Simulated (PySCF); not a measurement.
Ge (germanium, neutral) across methods

[Ar] 3d10 4s1 4p3, high-spin 5S determinant (an excited configuration). Calculation: PySCF 2.14, in def2-QZVPPD (12s7p5d4f1g, 95 functions); no relativity, point nucleus. The B2PLYP total includes its PT2 part (frozen core); its orbital energies are those of the SCF part.

```tsv
method	E (hartree)	mean ε 3d β (eV)	mean ε 4s α (eV)	mean ε 4p α (eV)	Σ⟨r²⟩ (bohr²)	⟨S²⟩
B2PLYP	-2076.365	-38.639	-16.749	-7.292	41.91	6.001
wB97X	-2076.786	-36.905	-17.712	-8.485	41.75	6.002
PBE0	-2076.519	-34.677	-15.019	-6.441	41.74	6.001
r2SCAN	-2076.778	-31.417	-13.893	-5.683	41.47	6.002
UHF	-2075.24657	-45.269	-20.062	-9.288	41.97	6.002
BP86	-2077.033	-30.992	-13.231	-5.427	41.98	6.001
LDA	-2073.609	-31.182	-13.262	-5.418	42.11	6.001
PBE	-2076.455	-30.852	-13.139	-5.352	42.02	6.001
B3LYP	-2076.809	-34.028	-14.525	-6.057	41.98	6.001
```
